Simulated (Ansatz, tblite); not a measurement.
Isomers of HfZrO$_{4}$ (singlet), found by a short tight-binding search and relaxed with PBE0-D4/def2-SVP in Ansatz.

In the def2 sets Hf, Zr take a core potential; there is no spin–orbit coupling. The xTB rows come from tblite.

Run but left out: HF/def2-TZVP, MP2/def2-TZVP, CCSD/def2-TZVP, CCSD(T)/def2-TZVP (A: restricted singlet, unstable towards broken spin symmetry).

A: The restricted singlet is unstable towards broken spin symmetry in Hartree–Fock (as tested in another run); at PBE-D4/def2-TZVP, r2SCAN-D4/def2-TZVP, B97M-V/def2-TZVP, PBE0-D4/def2-TZVP and others this wasn't settled. It holds 1 O–O bond. C: The restricted singlet is unstable towards broken spin symmetry in Hartree–Fock (as tested in another run); at PBE-D4/def2-TZVP, r2SCAN-D4/def2-TZVP, B97M-V/def2-TZVP, PBE0-D4/def2-TZVP and others this wasn't settled. It holds 1 O–O bond.

Other spin states were run for one of them alone.

A:

Cartesian coordinates in Å:
```
Hf 1.6401 -1.3947 -1.3421
Zr -0.2576 0.2207 0.2125
O 0.9483 0.3808 -1.3856
O 0.5231 -1.6295 0.1845
O -0.8828 1.4382 1.5982
O -1.9711 0.9845 0.7325
```

B:

Cartesian coordinates in Å:
```
Hf -1.486 -0.173 0.544
Zr 1.084 -0.670 -0.905
O -0.693 0.156 -1.237
O 2.354 0.518 -0.705
O 0.209 -1.154 0.812
O -1.468 1.322 1.492
```

C:

Cartesian coordinates in Å:
```
Hf -1.8471 0.7063 0.1518
Zr 1.0596 0.0069 -0.3072
O 1.9929 -1.2774 -1.0391
O -0.2370 0.5782 1.4868
O -0.4062 -0.7797 0.9509
O -0.5622 0.7656 -1.2433
```

Task: Estimate their order by electronic energy at PBE0-D4/def2-TZVP, counted from the lowest.

Result: B (0.00) < A (3.50) < C (4.61), in eV.

Task: Do the other levels pick the same lowest one?

Result: All that were run do. Energies above each level's lowest (eV):

```csv
level,A,B,C
GFN1-xTB,3.60,0.00,4.75
GFN2-xTB,1.72,0.00,2.04
PBE-D4/def2-TZVP,3.49,0.00,4.62
r2SCAN-D4/def2-TZVP,3.74,0.00,4.84
B97M-V/def2-TZVP,3.42,0.00,4.53
PBE0-D4/def2-TZVP,3.50,0.00,4.61
ωB97M-V/def2-TZVP,3.38,0.00,4.37
```
Point groups (tolerance 0.1 Å): A C2v, B Cs, C not assigned. Lower isomers may exist.
